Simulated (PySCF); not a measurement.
ClLi, charge +1, doublet, geometry from GFN2-xTB (such geometries of metal compounds can be far from the true shape) (a state made from the parent by changing its charge; the spin is typed, not shown lowest), with bond 1-2 at 1.6 times its length; R2SCAN/def2-SVP (PySCF).

The PySCF input:
```python
from pyscf import gto, scf, dft

mol = gto.Mole()
mol.atom = '''
    Li    0.00000000    0.00000000   -3.32780861
    Cl    0.00000000    0.00000000    0.34425606
'''
mol.basis = 'def2-svp'
mol.charge = 1
mol.spin = 1
mol.verbose = 4
mol.build()

mf = dft.UKS(mol)
mf.xc = 'r2scan'
mf.init_guess = '1e'
mf.kernel()
mf.analyze()
```

Output, abridged:

```
PySCF version 2.14.0

[INPUT] verbose = 4
[INPUT] num. atoms = 2
[INPUT] num. electrons = 19
[INPUT] charge = 1
[INPUT] spin (= nelec alpha-beta = 2S) = 1
[INPUT] symmetry False subgroup None
[INPUT] Mole.unit = angstrom
[INPUT] Symbol           X                Y                Z      unit          X                Y                Z       unit  Magmom
[INPUT]  1 Li     0.000000000000   0.000000000000  -3.327808610000 AA    0.000000000000   0.000000000000  -6.288646867870 Bohr   0.0
[INPUT]  2 Cl     0.000000000000   0.000000000000   0.344256060000 AA    0.000000000000   0.000000000000   0.650549670122 Bohr   0.0

nuclear repulsion = 7.34955404718403
number of shells = 13
number of NR pGTOs = 52
number of NR cGTOs = 27
basis = def2-svp
ecp = {}

******** <class 'pyscf.dft.uks.UKS'> ********
method = UKS
initial guess = 1e
damping factor = 0
level_shift factor = 0
DIIS = <class 'pyscf.scf.diis.CDIIS'>
diis_start_cycle = 1
diis_space = 8
diis_damp = 0
SCF conv_tol = 1e-09
SCF conv_tol_grad = None
SCF max_cycles = 50
direct_scf = True
direct_scf_tol = 1e-13
number electrons alpha = 10  beta = 9
XC library pyscf.dft.libxc version 7.1.2
    S. Lehtola, C. Steigemann, M. J. T. Oliveira, and M. A. L. Marques,  SoftwareX 7, 1–5 (2018)
XC functionals = r2scan
    J. W. Furness, A. D. Kaplan, J. Ning, J. P. Perdew, and J. Sun,  J. Phys. Chem. Lett. 11, 8208–8215 (2020)
    J. W. Furness, A. D. Kaplan, J. Ning, J. P. Perdew, and J. Sun,  J. Phys. Chem. Lett. 11, 9248–9248 (2020)
    J. W. Furness, A. D. Kaplan, J. Ning, J. P. Perdew, and J. Sun,  J. Phys. Chem. Lett. 11, 8208–8215 (2020)
    J. W. Furness, A. D. Kaplan, J. Ning, J. P. Perdew, and J. Sun,  J. Phys. Chem. Lett. 11, 9248–9248 (2020)
radial grids:
    Treutler-Ahlrichs [JCP 102, 346 (1995); DOI:10.1063/1.469408] (M4) radial grids

becke partition: Becke, JCP 88, 2547 (1988); DOI:10.1063/1.454033
pruning grids: <function nwchem_prune>
grids dens level: 3
symmetrized grids: False
atomic radii adjust function: <function treutler_atomic_radii_adjust>
small_rho_cutoff = 0
Set gradient conv threshold to 3.16228e-05
Initial guess from hcore.

tot grids = 32608
init E= -453.39776842651

cycle= 1 E= -448.249020021617  delta_E= 5.15  |g|= 2.29  |ddm|= 7.98
cycle= 2 E= -456.215233923869  delta_E= -7.97  |g|= 1.99  |ddm|=  5.9

cycle= 3 E= -467.218380705913  delta_E=  -11  |g|=  0.2  |ddm|= 3.61
cycle= 4 E= -467.24276570015  delta_E= -0.0244  |g|= 0.0609  |ddm|= 0.325
cycle= 5 E= -467.244967237074  delta_E= -0.0022  |g|= 0.0223  |ddm|= 0.0635
cycle= 6 E= -467.245314986367  delta_E= -0.000348  |g|= 0.00674  |ddm|= 0.0276
cycle= 7 E= -467.24535830713  delta_E= -4.33e-05  |g|= 0.000473  |ddm|= 0.0142
cycle= 8 E= -467.245358530337  delta_E= -2.23e-07  |g|= 2.6e-05  |ddm|= 0.0011
cycle= 9 E= -467.24535853245  delta_E= -2.11e-09  |g|= 1.35e-05  |ddm|= 0.000151
cycle= 10 E= -467.245358533743  delta_E= -1.29e-09  |g|= 1.27e-05  |ddm|= 0.000128
cycle= 11 E= -467.245358535385  delta_E= -1.64e-09  |g|= 1.27e-05  |ddm|= 0.000164
cycle= 12 E= -467.245358530603  delta_E= 4.78e-09  |g|= 1.27e-05  |ddm|= 0.000478
cycle= 13 E= -467.245358462564  delta_E= 6.8e-08  |g|= 1.31e-05  |ddm|= 0.00694
cycle= 14 E= -467.245358474295  delta_E= -1.17e-08  |g|= 1.26e-05  |ddm|= 0.00122
cycle= 15 E= -467.24535820535  delta_E= 2.69e-07  |g|= 0.000557  |ddm|= 0.0764
cycle= 16 E= -467.245358178679  delta_E= 2.67e-08  |g|= 0.000418  |ddm|= 0.0132
cycle= 17 E= -467.245358281002  delta_E= -1.02e-07  |g|= 9.88e-05  |ddm|= 0.0402
cycle= 18 E= -467.245358299438  delta_E= -1.84e-08  |g|= 8.91e-05  |ddm|= 0.0028
cycle= 19 E= -467.245358269358  delta_E= 3.01e-08  |g|= 7.73e-05  |ddm|= 0.00547
cycle= 20 E= -467.245358229085  delta_E= 4.03e-08  |g|= 4.53e-05  |ddm|= 0.0173
cycle= 21 E= -467.245358231927  delta_E= -2.84e-09  |g|= 1.1e-05  |ddm|= 0.00376
cycle= 22 E= -467.245358230402  delta_E= 1.52e-09  |g|= 1.62e-05  |ddm|= 0.00379
cycle= 23 E= -467.245358230491  delta_E= -8.87e-11  |g|= 3.17e-06  |ddm|= 0.000714
Extra cycle  E= -467.245358230498  delta_E= -6.99e-12  |g|= 3.91e-07  |ddm|= 3.19e-06
converged SCF energy = -467.245358230498  <S^2> = 0.7533173  2S+1 = 2.0033145
**** SCF Summaries ****
Total Energy =                        -467.245358230498027
Nuclear Repulsion Energy =               7.349554047184034
One-electron Energy =                 -655.833131550544749
Two-electron Energy =                  181.238219272862722
Two-electron Coulomb Energy =          211.089080463609633
DFT Exchange-Correlation Energy =      -29.850861190746919
**** MO energy ****
                             alpha | beta                alpha | beta
MO #1   energy= -101.365765445028  | -101.358008943585  occ= 1 | 1
MO #2   energy= -9.56198883638431  | -9.55735012430504  occ= 1 | 1
MO #3   energy= -7.32413151405962  | -7.30532688057415  occ= 1 | 1
MO #4   energy= -7.30124858418429  | -7.29735230805907  occ= 1 | 1
MO #5   energy= -7.30000361684595  | -7.29619596130147  occ= 1 | 1
MO #6   energy= -2.26522365195857  | -2.26524114445318  occ= 1 | 1
MO #7   energy= -0.949440423895138 | -0.887712548849809 occ= 1 | 1
MO #8   energy= -0.527690712782517 | -0.455526361132549 occ= 1 | 1
MO #9   energy= -0.473264885786653 | -0.446039286616083 occ= 1 | 1
MO #10  energy= -0.464114803416496 | -0.405662086292012 occ= 1 | 0
MO #11  energy= -0.201390761626434 | -0.198102262085354 occ= 0 | 0
MO #12  energy= -0.115877491540726 | -0.113058353689871 occ= 0 | 0
MO #13  energy= -0.115727482423724 | -0.110752242700733 occ= 0 | 0
MO #14  energy= -0.113668774773289 | -0.109756979614701 occ= 0 | 0
MO #15  energy= -0.0556625360788007 | -0.0522293688008417 occ= 0 | 0
MO #16  energy= 0.268634125178572  | 0.285665958664121  occ= 0 | 0
MO #17  energy= 0.325064013086122  | 0.328914205556648  occ= 0 | 0
MO #18  energy= 0.325471752934473  | 0.329659758211694  occ= 0 | 0

To work with the spin densities directly, `use mulliken_meta_spin()` only printing them here.

 ** Mulliken spin pop alpha/beta on meta-lowdin orthogonal AOs **
 ** Mulliken Spin Density (per AO)  **
spin_pop of  0 Li 1s       -0.00000
spin_pop of  0 Li 2s       -0.00254
spin_pop of  0 Li 3s       -0.00004
spin_pop of  0 Li 2px       0.00004
spin_pop of  0 Li 2py      -0.00002
spin_pop of  0 Li 2pz      -0.00123
spin_pop of  0 Li 3px      -0.00000
spin_pop of  0 Li 3py      -0.00000
spin_pop of  0 Li 3pz      -0.00003
spin_pop of  1 Cl 1s       -0.00000
spin_pop of  1 Cl 2s       -0.00001
spin_pop of  1 Cl 3s       -0.00025
spin_pop of  1 Cl 4s       -0.00004
spin_pop of  1 Cl 2px       0.00002
spin_pop of  1 Cl 2py       0.00001
spin_pop of  1 Cl 2pz       0.00000
spin_pop of  1 Cl 3px       0.67598
spin_pop of  1 Cl 3py       0.32289
spin_pop of  1 Cl 3pz       0.00331
spin_pop of  1 Cl 4px       0.00063
spin_pop of  1 Cl 4py       0.00037
spin_pop of  1 Cl 4pz       0.00008
spin_pop of  1 Cl 3dxy      0.00057
spin_pop of  1 Cl 3dyz      0.00003
spin_pop of  1 Cl 3dz^2     0.00010
spin_pop of  1 Cl 3dxz      0.00005
spin_pop of  1 Cl 3dx2-y2    0.00008
 ** Mulliken Spin Density (per atom)  **
spin density of  0 Li =     -0.00382
spin density of  1 Cl =      1.00382
 ** Mulliken pop alpha/beta on meta-lowdin orthogonal AOs **
 ** Mulliken pop       alpha | beta **
pop of  0 Li 1s        0.99976 | 0.99977
pop of  0 Li 2s        0.01282 | 0.01536
pop of  0 Li 3s        0.00008 | 0.00013
pop of  0 Li 2px       0.00015 | 0.00010
pop of  0 Li 2py       0.00020 | 0.00022
pop of  0 Li 2pz       0.00306 | 0.00429
pop of  0 Li 3px       0.00000 | 0.00000
pop of  0 Li 3py       0.00000 | 0.00000
pop of  0 Li 3pz       0.00011 | 0.00014
pop of  1 Cl 1s        1.00000 | 1.00000
pop of  1 Cl 2s        0.99994 | 0.99994
pop of  1 Cl 3s        0.99633 | 0.99658
pop of  1 Cl 4s        0.00031 | 0.00035
pop of  1 Cl 2px       0.99997 | 0.99995
pop of  1 Cl 2py       0.99998 | 0.99997
pop of  1 Cl 2pz       0.99998 | 0.99998
pop of  1 Cl 3px       0.99912 | 0.32313
pop of  1 Cl 3py       0.99929 | 0.67640
pop of  1 Cl 3pz       0.98618 | 0.98286
pop of  1 Cl 4px       0.00070 | 0.00006
pop of  1 Cl 4py       0.00048 | 0.00011
pop of  1 Cl 4pz       0.00013 | 0.00006
pop of  1 Cl 3dxy      0.00081 | 0.00024
pop of  1 Cl 3dyz      0.00006 | 0.00004
pop of  1 Cl 3dz^2     0.00037 | 0.00028
pop of  1 Cl 3dxz      0.00006 | 0.00002
pop of  1 Cl 3dx2-y2    0.00012 | 0.00003
In total            10.00000 | 9.00000
 ** Mulliken atomic charges   ( Nelec_alpha | Nelec_beta ) **
charge of  0Li =      0.96381  (     1.01618      1.02001 )
charge of  1Cl =      0.03619  (     8.98382      7.97999 )

WARN: System has nonzero charge 1; the dipole moment is origin-dependent.
Location of origin: [0. 0. 0.]

Dipole moment(X, Y, Z, Debye):  0.00000,  0.00000, -15.25548
```
